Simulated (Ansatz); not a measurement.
Ansatz (a quantum-chemistry and plane-wave program) input:

Ansatz 0.2 input:
```yaml
crystal:
  periodic: [false, false, false]
  atoms:
    - {symbol: C, position_ang: [-1.50511922, -1.16182262, -0.60711457]}
    - {symbol: C, position_ang: [-1.05385231, 0.29549713, -0.39746207]}
    - {symbol: C, position_ang: [-2.26096424, 1.24245170, -0.46536471]}
    - {symbol: C, position_ang: [-0.31192031, 0.45872415, 0.88690108]}
    - {symbol: C, position_ang: [1.17387770, 0.61369362, 0.93121095]}
    - {symbol: C, position_ang: [1.88620200, -0.64841742, 0.50936256]}
    - {symbol: C, position_ang: [2.61184473, -0.77819012, -0.59405606]}
    - {symbol: H, position_ang: [-0.65050090, -1.83839045, -0.61166972]}
    - {symbol: H, position_ang: [-2.03508040, -1.27016876, -1.55689935]}
    - {symbol: H, position_ang: [-2.18129826, -1.47219567, 0.19335017]}
    - {symbol: H, position_ang: [-0.37257086, 0.54927699, -1.21722643]}
    - {symbol: H, position_ang: [-2.96337346, 1.02674982, 0.34386075]}
    - {symbol: H, position_ang: [-1.95192890, 2.28454016, -0.37109740]}
    - {symbol: H, position_ang: [-2.79467310, 1.12683054, -1.41158712]}
    - {symbol: H, position_ang: [-0.86033761, 0.31827014, 1.81266362]}
    - {symbol: H, position_ang: [1.48813928, 1.42590519, 0.26407860]}
    - {symbol: H, position_ang: [1.48902620, 0.88569388, 1.94259588]}
    - {symbol: H, position_ang: [1.74539540, -1.50639221, 1.16101318]}
    - {symbol: H, position_ang: [2.76520113, 0.05509250, -1.27085017]}
    - {symbol: H, position_ang: [3.08159129, -1.71683076, -0.85909487]}
basis:
  gaussian:
    orbitals: 6-31G*
hamiltonian:
  xc: {name: PBE0}
magnetization: {spin_polarized: true, initial_magnetization: 1}
```

Question: What final total energy does it print?

Answer: -274.14748 Eh (PBE0/6-31G*).

It need not be the lowest isomer of its formula.
